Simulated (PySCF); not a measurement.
Species: C4H9Si2 (doublet state).
Cartesian coordinates in Å at the GFN2-xTB level; atoms count from 1:
```xyz
15
C4H9Si2 angstrom
C      3.151    0.692    1.362
C      2.370    0.658    0.441
Si     1.338    0.505   -1.059
C      0.140   -0.961   -0.958
C     -0.807   -0.882    0.247
Si    -2.119    0.488    0.151
H      3.800    0.742    2.189
H      0.775    1.778   -1.497
H      0.714   -1.890   -0.896
H     -0.449   -1.024   -1.876
H     -1.324   -1.842    0.346
H     -0.214   -0.763    1.157
H     -1.489    1.810    0.194
H     -3.034    0.349    1.284
H     -2.857    0.349   -1.108
```

The hyperfine couplings belong to this conformer and change with its torsions.

The species is `C(C[SiH3])[SiH]C#C` [radical].

Method used: UKS B3LYP, pcH-1 on C H Si, non-relativistic, mean-field spin-orbit, GIAO (PySCF 2.14.0). Isolated species at its GFN2-xTB geometry (one conformer only). The geometry wasn't refined by DFT: couplings that depend on bond lengths, twists or pyramidal angles can differ widely from those at the functional's own minimum, by a factor of two or more for some ions and for spin on atoms past the first row. The SCF solution wasn't tested for stability.

Principal values of hyperfine tensors in MHz (contact, dipolar and spin–orbit terms together), for some of the nuclei:

```csv
atom,isotope,A1,A2,A3
Si3,29Si,-587.07,-332.88,-332.13
C5,13C,33.18,33.28,40.48
H8,1H,20.54,31.49,38.49
C4,13C,15.37,15.64,24.22
C1,13C,0.57,3.54,44.27
H7,1H,-22.06,-15.46,-6.18
H9,1H,3.60,5.18,14.13
Si6,29Si,-4.24,-3.34,-2.84
```

(1) Give the isotropic coupling of each nucleus in MHz and in mT (g = 2.0031), and the anisotropic part.

(2) What spin density at the nucleus of Si3 lies behind its contact coupling (g_N = -1.11058)?

(3) H11 (1H, g_N = 5.58569) isn't in the table. Its spin density at the nucleus is 0.003458 bohr⁻³. What is its contact coupling?

(4) Which nucleus of the table has the largest anisotropic coupling, and what is its form?

(5) What first-order splitting does Si3 cause when the field lies along A1, A2 or A3 of its tensor (g taken as isotropic, no quadrupole term)?

Results:

(1) a_iso is a third of the trace, T = A − a_iso, and a(mT) = a(MHz)/(g × 13.996). The tensors hold a spin–orbit part: the run splits a_iso into a_FC + a_SO, and T includes its anisotropic share.

| atom | a_iso (MHz) | a_FC | a_SO | a_iso (mT) | T1 | T2 | T3 |
| --- | --- | --- | --- | --- | --- | --- | --- |
| Si3 | -417.36 | -418.43 | 1.07 | -14.887 | -169.71 | 84.48 | 85.23 |
| C5 | 35.65 | 35.65 | 0.00 | 1.272 | -2.46 | -2.37 | 4.83 |
| H8 | 30.17 | 30.16 | 0.02 | 1.076 | -9.63 | 1.32 | 8.32 |
| C4 | 18.41 | 18.39 | 0.02 | 0.657 | -3.04 | -2.77 | 5.81 |
| C1 | 16.13 | 16.20 | -0.07 | 0.575 | -15.56 | -12.59 | 28.15 |
| H7 | -14.57 | -14.56 | -0.01 | -0.520 | -7.49 | -0.89 | 8.38 |
| H9 | 7.64 | 7.64 | 0.00 | 0.272 | -4.04 | -2.46 | 6.50 |
| Si6 | -3.48 | -3.48 | 0.00 | -0.124 | -0.77 | 0.13 | 0.64 |

(2) a_FC = (2μ0/3) gₑ μB g_N μN ρ(0)/(2S·h) = 800.24 MHz × g_N × ρ(0)/(2S), with ρ in bohr⁻³. With a_FC = -418.43 MHz and 2S = 1, ρ(0) = 0.4708 bohr⁻³. The nuclear moment is negative, so coupling and spin density have opposite signs.

(3) By the same relation, a_FC = 15.46 MHz. Its full tensor has the principal values 13.68, 14.71, 17.98 MHz.

(4) Si3: -169.7, 84.5, 85.2 MHz (the dipolar term alone has -168.7, 84.1, 84.6), axial, in the ratio +1:+1:−2, the form that spin in one p orbital centred on that nucleus gives (the nuclear moment is negative).

(5) 2 lines (I = 1/2), spaced by |A_i|/(g × 13.996): 20.94, 11.87, 11.85 mT along the axes of A1, A2 and A3.
